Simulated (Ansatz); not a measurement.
Ideal-gas functions of vanadium oxytrichloride (`[O]=[V]([Cl])([Cl])[Cl]`) at 800 K and 1 bar, from an Ansatz frequency run at PBE0-D4/def2-TZVP.

Molar mass 173.3 g/mol, point group C3v (symmetry number 3), electronic degeneracy 1, moments of inertia 289.841, 289.856, 434.09 u Å². Harmonic wavenumbers (cm⁻¹, unscaled): 127, 127, 167, 260, 260, 425, 523, 523, 1158.

Use S(trans) = R[1.5 ln M + 2.5 ln T − 1.1517]; rotational temperatures θ = 24.2544 K / I; S(rot) = R[ln(√π/σ · √(T³/θAθBθC)) + 1.5]; for each mode x = 1.438777 ν̃/T, S = R[x/(eˣ − 1) − ln(1 − e⁻ˣ)] and H = RT x/(eˣ − 1); 1 cm⁻¹ = 0.0119627 kJ/mol; R = 8.31446 J/(mol·K).

Q: By hand: the entropy, in J/(mol·K).

A: Translation 193.7. Rotation: θ = 0.0837, 0.0837, 0.0559 K, giving 124.1. Vibration, mode by mode: 20.61, 20.61, 18.35, 14.71, 14.71, 10.75, 9.12, 9.12, 3.57, in all 121.6. Electronic 0.0. Sum 439.4 J/(mol·K).

Q: By hand: H − E and G − E in kJ/mol, counted from the electronic energy.

A: Zero-point energy ½ × 3570 × 0.0119627 = 21.4; thermal vibration 42.4; translation, rotation and pV give 4 RT = 26.6. H − E = 90.4 kJ/mol, and G − E = 90.4 − 800 × 439.4/1000 = -261.1 kJ/mol.

Vibration gives 28 % of the entropy, 41.2 J/(mol·K) of it from the modes under 150 cm⁻¹: soft modes count most, and the harmonic formula is weakest for them.
